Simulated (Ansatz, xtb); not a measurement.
## Relaxing a trial structure of FGaH2OSi2

The starting geometry of this gas-phase singlet was built from a drawn formula by distance geometry; its bonds are those of `[F][GaH][O][Si]#[SiH]`.

| atom | x (Å) | y (Å) | z (Å) |
| --- | --- | --- | --- |
| F | -0.4998 | -0.0908 | -2.7748 |
| Ga | 0.3184 | -1.6310 | -3.7021 |
| O | 2.3122 | -1.5521 | -3.1289 |
| Si | 2.4243 | -0.8613 | -1.5257 |
| Si | 2.5915 | -0.1264 | 0.2361 |
| H | -0.0464 | -2.6973 | -2.4673 |
| H | 2.6454 | 0.4936 | 1.6032 |

Problem. Predict what it relaxes into with r2SCAN-D4/def2-SVP.

Solution. A new bond forms, giving a structure given below by its coordinates. Distances that change by over a tenth: F1–Ga2 (1.98 → 1.76 Å), Si4–Si5 (1.92 → 2.21 Å). Contacts that close: Ga2–Si4 (3.12 → 2.45 Å).

The energy falls by 4.48 eV over 27 steps:

```
step  E − E(last) (eV)
   1             4.482
   4             2.109
   7             0.691
  10             0.506
  13             0.297
  15             0.118
  18             0.072
  21             0.057
  24             0.001
  27             0.000
```

Final geometry (Å):

```xyz
7

F    -0.4501   -0.0954   -2.0910
Ga    0.6665   -1.4574   -2.1236
O     2.2839   -0.8229   -3.1495
Si    2.9648   -0.7157   -1.6947
Si    2.0491   -0.9369    0.3097
H     0.2136   -2.8853   -2.5003
H     2.0178    0.4482   -0.5102
```

From the same start GFN2-xTB ends elsewhere, differing in Ga2–Si4 (3.21 against 2.45 Å here), Ga2–Si5 (2.42 against 2.85 Å here).

No frequencies were run, so the end isn't proven a minimum. Run with Ansatz 0.2.0, 40 s on 2 threads of Intel(R) Xeon(R) 6975P-C (Granite Rapids) (shared host).
